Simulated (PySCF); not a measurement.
Electronic absorption of LaBr3

Species: LaBr3.
SMILES: `[Br][La]([Br])[Br]`

Level of theory: TDDFT B3LYP/def2-SVPD, vertical, gas phase, core orbitals frozen in the response, def2 core potentials past Kr (PySCF 2.14.0, density-fitted response routines). Geometry: PBE0-D3(BJ)/def2-SVP; no solvent, vibrations or thermal averaging. Spin–orbit coupling is left out. Note that the optimisation stopped short of convergence; the values belong to its last geometry.

```csv
state,E (eV),E (hartree),f,|μ| (D),"main configurations (H = HOMO, L = LUMO)"
S1,3.98,0.1464,0.0001,0.08,H→L (100%)
S2,4.04,0.1485,0.0044,0.53,H-2/H-1→L (98%)
S3,4.04,0.1486,0.0045,0.54,H-2/H-1→L (98%)
S4,4.19,0.1539,0.027,1.30,H-3→L (99%)
S5,4.35,0.1598,0.0019,0.34,H-4→L (99%)
S6,4.37,0.1608,0.0022,0.36,H-5→L (99%)
S7,4.74,0.1740,0.0012,0.25,"H-6→L (81%), H→L+1 (15%)"
S8,4.75,0.1745,0.0004,0.15,"H→L+1 (66%), H-6→L (18%)"
S9,4.78,0.1756,0.0015,0.29,H-7→L (86%)
```

Triplets (Tamm–Dancoff): T1 3.97 eV, H→L (100%); T2 4.01 eV, H-2/H-1→L (≥96%); T3 4.02 eV, H-2/H-1→L (≥96%).

The lowest singlet comes at 311 nm (384 kJ/mol) in the ultraviolet; it is dark (f under 0.0005); its leading configuration is HOMO→LUMO (100%). The strongest level in the table is S4 at 4.19 eV (296 nm, f = 0.027). S2/S3 lie within about 0.01 eV of each other. Löwdin shares by element: HOMO bromine 98%; LUMO lanthanum 85%, bromine 15%. Orbital energies (eV): HOMO-3 -8.30, HOMO-2 -8.19, HOMO-1 -8.19, HOMO -8.12, LUMO -3.24, LUMO+1 -2.37, LUMO+2 -2.31. Of the 9 states listed, 1 reaches f = 0.01 and 2 stay under 0.0005. The listed states span 0.80 eV, and the widest gap between neighbours is 0.36 eV (S6 to S7). No computed singlet lies in the visible range (380 to 750 nm); the lowest, at 311 nm, stands 0.72 eV above its violet end (3.26 eV). All these states lie below the vertical ionisation energy of 9.97 eV (ΔSCF). Orbitals of the list HOMO-3 to LUMO+2 that lie within 0.01 eV of each other are written together with a slash and their weights summed (≥ marks a lower bound); for degenerate orbitals outside that list single weights are arbitrary. Only the lowest 10 singlets were computed, as vertical energies without vibronic structure. The highest level found (4.79 eV, f 0.0002 so far) is left out, since the window may have cut off a degenerate partner.
